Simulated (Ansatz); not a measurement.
The first iterations of a band of CH5GaO + H2 (10 atoms, charge 0, multiplicity 1).

All numbers below come from RKS PBE0/def2-SVP (Ansatz).

| Item | Value |
| --- | --- |
| movable images | 9 |
| climbing image | yes |
| spring | 5.0 eV/Å² |
| optimiser | quadratic models (default) |
| start path | through a guess of the saddle point |
| force threshold | 0.03 eV/Å |
| iteration limit | 60 |
| end points | relaxed |

Initial state:

```xyz
10
Properties=species:S:1:pos:R:3
Ga 0.031 -0.022 0.278
C -0.134 0.327 2.205
H -1.097 -0.022 2.607
H 0.680 -0.153 2.769
H -0.069 1.412 2.388
H 1.327 -0.243 -0.567
O -1.436 -0.010 -0.755
H -2.266 0.141 -0.293
H 0.185 -2.779 0.424
H 0.098 -2.658 1.172
```

Final state:

```xyz
10
Properties=species:S:1:pos:R:3
Ga -0.033 -0.751 -0.589
C 0.020 -0.182 2.742
H -0.973 -0.012 3.179
H 0.785 -0.150 3.529
H 0.232 0.608 2.007
H 1.265 0.110 -0.656
O -1.513 0.173 -0.984
H -2.325 -0.344 -0.974
H -0.181 -2.285 -0.294
H 0.042 -1.174 2.266
```

| iteration | highest image above the first end (eV) | largest band force component (eV/Å) |
| --- | --- | --- |
| 1 | 3.155 | 8.880 |
| 2 | 1.746 | 3.246 |
| 3 | 1.403 | 2.129 |
| 4 | 1.515 | 0.596 |
| 5 | 1.481 | 0.923 |
| 6 | 1.551 | 0.643 |
| 7 | 1.533 | 0.375 |

Question: Does the band converge within its limit, and where does its top end?

Answer: The run converged. It ended after 21 iterations with the highest image 1.498 eV above the first end. The profile has 2 maxima (images 1, 5) with wells between them (image 3): this band takes more than one step, which may be the mechanism or a detour left from its start path. A structure lower than the first end lies on the path between it and the top, so the climb from that side starts below the end, which may itself be a saddle point or a shallow side well. A structure lower than the last end lies on the path between it and the top, so the climb from that side starts below the end, which may itself be a saddle point or a shallow side well. Neighbouring images differ by up to 1.5 eV, so the band resolves the path poorly. A vibrational analysis at the climbing image gives one clearly imaginary mode, 1456i cm⁻¹: a first-order saddle point. The orbitals stay closed-shell, which can raise the energy where a bond breaks towards radicals; this wasn't checked here.

Time of the run: 6.8 min on 2 threads of Arm Neoverse V1, on a shared host, peak memory 0.2 GiB.
